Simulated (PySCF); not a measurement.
Mapped SMILES: `[CH3:1][C:2]([CH3:3])([F:4])[SiH3:5]` (H(Xn): hydrogen on atom n).

Geometry: PBE0-D3(BJ)/def2-SVP; GIAO absolute shieldings from PySCF 2.14.0 with density-fitted response routines, gas phase, non-relativistic, averaged over equivalent atoms.

At PBE0/def2-SVP (119 basis functions, 8.1 s wall time on 1 thread of an Arm Neoverse V2, shared host):
| atoms | σ (ppm) |
| --- | --- |
| C2 | 110.4 |
| C1/C3 | 167.1 |
| F4 | 390.8 |
| Si5 | 467.5 |
| H(Si5) | 27.37 |
| H(C1)/H(C3) | 30.03 |

Q: Predict the values at PBE0/pcSseg-1 on the same geometry.

A: 
```json
{"atoms": "C2", "σ at PBE0/pcSseg-1": "96.1", "change": "-14.3"}
{"atoms": "C1/C3", "σ at PBE0/pcSseg-1": "156.4", "change": "-10.7"}
{"atoms": "F4", "σ at PBE0/pcSseg-1": "366.9", "change": "-23.9"}
{"atoms": "Si5", "σ at PBE0/pcSseg-1": "407.2", "change": "-60.3"}
{"atoms": "H(Si5)", "σ at PBE0/pcSseg-1": "27.35", "change": "-0.02"}
{"atoms": "H(C1)/H(C3)", "σ at PBE0/pcSseg-1": "29.80", "change": "-0.23"}
```

The largest change is at Si5 (silicon bonded to C, 3 H). Cost: 137 basis functions, 10 s wall time on 1 thread of an Arm Neoverse V1, shared host.
